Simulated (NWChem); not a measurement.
System: H2SeS2; SMILES S[Se]S

NWChem input:

```
start job
memory heap 200 mb stack 900 mb global 1100 mb
geometry units angstroms noautoz
  Se     0.000000     0.000000     0.789060
  S      1.751227    -0.120005    -0.548334
  H      1.928334     1.210422    -0.729666
  S     -1.751227     0.120005    -0.548334
  H     -1.928334    -1.210422    -0.729666
end
basis spherical
  * library def2-svp
end
dft
  xc b3lyp
  iterations 150
  vectors input atomic output neutral.movecs
end
task dft energy
charge 1
dft
  odft
  mult 2
  vectors input atomic output cation.movecs
end
task dft energy
```

Coordinates come from a PBE0/def2-SVP optimisation.

Ions are spin-unrestricted doublets at the neutral geometry; other ion states weren't tried.

Predict the main results of this run. (B3LYP/def2-SVP, vertical spin-unrestricted ions.) Quantities: vertical ionisation energy, ΔSCF (eV); −ε(HOMO) (eV).


```yaml
vertical ionisation energy, ΔSCF (eV): 9.29
"−ε(HOMO) (eV)": 6.82
```
